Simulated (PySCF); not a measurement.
# Radial density of As²⁺ (arsenic, charge +2)

UHF, [Ar] 3d10 4s2 4p1, 2P determinant. Computed with PySCF 2.14 in x2c-TZVPPall, with the spin-free X2C one-electron Hamiltonian (Gaussian nucleus).

```
r (bohr)  4πr²ρ (e/bohr)  4πr²(ρα − ρβ)
0.000678          0.2390         0.0000
 0.00114          0.5916         0.0000
 0.00192           1.459         0.0000
 0.00323           3.497         0.0000
 0.00543           7.922         0.0000
 0.00913           16.38         0.0000
  0.0154           29.04         0.0003
  0.0258           39.75         0.0024
  0.0435           37.92         0.0109
  0.0731           33.16         0.0304
   0.123           45.96         0.0349
   0.207           37.14        -0.0085
   0.348           25.31         0.0507
   0.585           28.79         0.0371
   0.984           8.936         0.0768
    1.66           2.480         0.5452
    2.78          0.6460         0.2970
    4.68         0.02499         0.0159
    7.88       9.179e-05         0.0001
```

Densities and radii are taken from the X2C orbitals without a picture-change correction, which distorts them close to the nucleus.

(1) Where is the radial spin density 4πr²(ρα − ρβ) most negative, and why is it negative at all?

## Answers

(1) Around r = 0.207 bohr, down to -0.0085 e/bohr: exchange with the open shell polarises the paired shells in an unrestricted calculation.
